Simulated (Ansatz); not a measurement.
One change: `[NH2][Zr]([OH])([OH])[F]` becomes `C#[C][Zr]([OH])([OH])[F]`.

Ansatz, PBE0-D4/def2-TZVP geometries, multiplicity 1. Each molecule was computed in one conformer, which needn't be the lowest.

Elements past krypton have def2 core potentials.

```json
{"property": "size of the dipole moment (PBE/def2-TZVPP) / D", "`[NH2][Zr]([OH])([OH])[F]`": "2.58"}
{"property": "LUMO energy (B3LYP/def2-TZVPP) / eV", "`[NH2][Zr]([OH])([OH])[F]`": "-0.54"}
{"property": "HOMO–LUMO gap (PBE/def2-TZVPP) / eV", "`[NH2][Zr]([OH])([OH])[F]`": "4.97"}
{"property": "zero-point energy (PBE0-D4/def2-TZVP) / kJ/mol", "`[NH2][Zr]([OH])([OH])[F]`": "133.8"}
{"property": "ideal-gas entropy at 298 K and 1 bar (rigid rotor, harmonic PBE0-D4/def2-TZVP) / J/(mol·K)", "`[NH2][Zr]([OH])([OH])[F]`": "394"}
{"property": "HOMO energy (PBE0/def2-TZVPP) / eV", "`[NH2][Zr]([OH])([OH])[F]`": "-7.27"}
```

Task: What does the change do to each property? (Estimate.)

Result: Ansatz gave: 
```
                                                                                  property  `C#[C][Zr]([OH])([OH])[F]`  shift
                                            size of the dipole moment (PBE/def2-TZVPP) / D                        2.94   0.36
                                                       LUMO energy (B3LYP/def2-TZVPP) / eV                       -1.35  -0.81
                                                       HOMO–LUMO gap (PBE/def2-TZVPP) / eV                        4.75  -0.22
                                            zero-point energy (PBE0-D4/def2-TZVP) / kJ/mol                       117.6  -16.2
ideal-gas entropy at 298 K and 1 bar (rigid rotor, harmonic PBE0-D4/def2-TZVP) / J/(mol·K)                         409     15
                                                        HOMO energy (PBE0/def2-TZVPP) / eV                       -7.92  -0.65
```

With PBE0 the HOMO falls by 0.65 eV and the LUMO falls by 0.89 eV, so the gap narrows by about 0.24 eV. PBE moves the HOMO by -0.86 eV and ωB97M-V by -0.52 eV. Dipoles are sizes alone; their direction can turn.

B3LYP here is the variant with VWN-RPA as its local correlation; programs differ in this.

Positive LUMOs are unbound, so they and the gaps depend on the basis.
